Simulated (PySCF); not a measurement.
# Magnetisability: `CCC[PH2+]CC#N`, [C5H11NP]+, charge +1

Molfile (atoms numbered from 1):
```
C5H11NP
     RDKit          3D

 18 17  0  0  0  0  0  0  0  0999 V2000
   -2.3653    0.4028    0.2402 C   0  0  0  0  0  0  0  0  0  0  0  0
   -1.4084    1.0687   -0.7371 C   0  0  0  0  0  0  0  0  0  0  0  0
   -0.2689    0.1264   -1.1470 C   0  0  0  0  0  0  0  0  0  0  0  0
    0.5902   -0.5428    0.2995 P   0  0  0  0  0  0  0  0  0  0  0  0
    2.2469   -1.1638   -0.1407 C   0  0  0  0  0  0  0  0  0  0  0  0
    2.9947   -0.0584   -0.7099 C   0  0  0  0  0  0  0  0  0  0  0  0
    3.5461    0.8319   -1.1580 N   0  0  0  0  0  0  0  0  0  0  0  0
   -2.7766   -0.5132   -0.1782 H   0  0  0  0  0  0  0  0  0  0  0  0
   -1.8585    0.1679    1.1810 H   0  0  0  0  0  0  0  0  0  0  0  0
   -3.1925    1.0686    0.4688 H   0  0  0  0  0  0  0  0  0  0  0  0
   -1.9470    1.3648   -1.6374 H   0  0  0  0  0  0  0  0  0  0  0  0
   -0.9923    1.9746   -0.2912 H   0  0  0  0  0  0  0  0  0  0  0  0
    0.4727    0.6517   -1.7618 H   0  0  0  0  0  0  0  0  0  0  0  0
   -0.6550   -0.7202   -1.7278 H   0  0  0  0  0  0  0  0  0  0  0  0
   -0.0869   -1.5748    0.9043 H   0  0  0  0  0  0  0  0  0  0  0  0
    0.7587    0.4364    1.2512 H   0  0  0  0  0  0  0  0  0  0  0  0
    2.1685   -1.9706   -0.8803 H   0  0  0  0  0  0  0  0  0  0  0  0
    2.7649   -1.5438    0.7478 H   0  0  0  0  0  0  0  0  0  0  0  0
  1  2  1  0
  2  3  1  0
  3  4  1  0
  4  5  1  0
  5  6  1  0
  6  7  3  0
  1  8  1  0
  1  9  1  0
  1 10  1  0
  2 11  1  0
  2 12  1  0
  3 13  1  0
  3 14  1  0
  4 15  1  0
  4 16  1  0
  5 17  1  0
  5 18  1  0
M  CHG  1   4   1
M  END
```

Computed, not measured: GIAO B97-2/pcSseg-1 magnetisability, rotational g tensor and spin-rotation constants, non-relativistic, gas phase (PySCF). Geometry: GFN2-xTB.

For an ion the centre-of-mass motion in the field is neglected.

Question: How diamagnetic is it, and how anisotropic?

Answer: Isotropic -1297 × 10⁻³⁰ J/T², or -78.1 × 10⁻⁶ cm³/mol; principal values -1405, -1274, -1213 × 10⁻³⁰ J/T², anisotropy 170 × 10⁻³⁰ J/T² (root of half the summed squared differences of the principal values). The susceptibility is in cgs units.

Question: Split it along the inertial axes a, b, c into diamagnetic and paramagnetic parts about the centre of mass, with the quadrupole moment.

Answer: 
```csv
axis,χ (10⁻⁶ cm³/mol),diamagnetic (10⁻⁶ cm³/mol),paramagnetic (10⁻⁶ cm³/mol),summed x² of all electrons (Å²),quadrupole Θ (D Å)
a,-79.1,-370.6,291.5,258.4,+1.82
b,-81.6,-1202.1,1120.5,62.4,+0.10
c,-73.7,-1360.8,1287.1,25.0,-1.93
```
Anisotropies 2χaa − χbb − χcc = -3.0 and 2χbb − χaa − χcc = -10.3 × 10⁻⁶ cm³/mol. Θ is traceless in Buckingham's convention.

Question: And the rotational g tensor?

Answer: 
| axis | rotational constant (GHz) | g | nuclear part | electronic part |
| --- | --- | --- | --- | --- |
| a | 4.5719 | +0.0045 | 0.6307 | -0.6262 |
| b | 1.0835 | +0.0028 | 0.5732 | -0.5704 |
| c | 0.9437 | -0.0005 | 0.5701 | -0.5706 |

Asymmetric top; isotopes 12C, 1H, 14N, 31P; no vibrational averaging.
